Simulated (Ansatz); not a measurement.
`[F][Zr]([F])([F])[SeH]` + HI → `[F][Zr]([F])([F])[I]` + H₂Se at 700 K and 1 bar (ligand exchange at a Zr–Se bond).

Program: Ansatz. Geometries: PBE0-D4/def2-TZVP. ΔE: electronic, gas phase. CBS: MP2 limit from def2 TZ/QZ plus the TZ coupled-cluster correction, frozen cores. Elements past krypton have def2 core potentials. For I, Se, Zr outer-core shells are correlated without core-valence functions, which leaves a few kJ/mol of doubt a bond. Scalar relativity is left out up to krypton. One conformer a species, not always the lowest.

```
                 species  CCSD(T)/CBS energy (Eh)  H − E (kJ/mol)  S (J/(mol·K))
`[F][Zr]([F])([F])[SeH]`              -2747.96381           105.5          488.2
                      HI               -298.03592            34.6          231.7
  `[F][Zr]([F])([F])[I]`               -644.12135            78.8          449.2
                    H₂Se              -2401.89790            61.1          251.1
```

H − E and S are ideal-gas, rigid-rotor, harmonic terms from PBE0-D4/def2-TZVP, for one conformer and one mirror image of each species. 1 Eh = 2625.50 kJ/mol, R = 8.31446 J/(mol·K).

**Question.** By hand: ΔE, ΔH, ΔS and ΔG.

**Answer.** ΔE = (-644.12135) + (-2401.89790) − (-2747.96381) − (-298.03592) = -0.01952 Eh = -51.2 kJ/mol. Δ(H − E) = 78.8 + 61.1 − 105.5 − 34.6 = -0.2, so ΔH = -51.4 kJ/mol. ΔS = 449.2 + 251.1 − 488.2 − 231.7 = -19.6 J/(mol·K). ΔG = -51.4 − 700 × (-19.6)/1000 = -37.7 kJ/mol.

**Question.** By hand: the equilibrium constant, and the temperature at which ΔG would vanish if ΔH and ΔS stayed fixed.

**Answer.** log₁₀ K = −ΔG/(RT ln 10) = 2.8. ΔG = 0 at ΔH/ΔS = 2622 K, far beyond where these terms or the molecules hold.

ΔH outweighs TΔS. A doubt of 5 kJ/mol in ΔE shifts log₁₀ K by 0.4 here. Other conformers and mirror images would add mixing entropy, several J/(mol·K) or more a flexible species. Modes under 60 cm⁻¹, often nearly free rotors, make the harmonic entropy too high. These are equilibria of isolated gas molecules and say nothing of rates. Largest T1 diagnostic: 0.016 (customary marks: 0.02 for closed shells, 0.045 for open ones).
